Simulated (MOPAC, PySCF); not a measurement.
Species: BeCl, net charge 0, doublet state. SMILES: [Be][Cl]
Geometry: optimised at B3LYP-D3(BJ)/def2-TZVP (Ansatz).

Unscaled harmonic wavenumbers (cm⁻¹) in rising order, each level at the stationary point that it reaches from this structure (no distance between atoms moves by over 0.3 Å); the order of modes can differ between levels, and a negative number is imaginary. B3LYP-D3(BJ)/def2-TZVP (PySCF, at the structure above): 816.

AM1 (MOPAC): 490. Zero-point energy 0.7 against 1.2 kcal/mol; where all levels lie over 400 cm⁻¹, the wavenumbers are on average 0.601 times those of B3LYP-D3(BJ)/def2-TZVP.

PM7 (MOPAC): 915. Zero-point energy 1.3 against 1.2 kcal/mol; where all levels lie over 400 cm⁻¹, the wavenumbers are on average 1.122 times those of B3LYP-D3(BJ)/def2-TZVP.
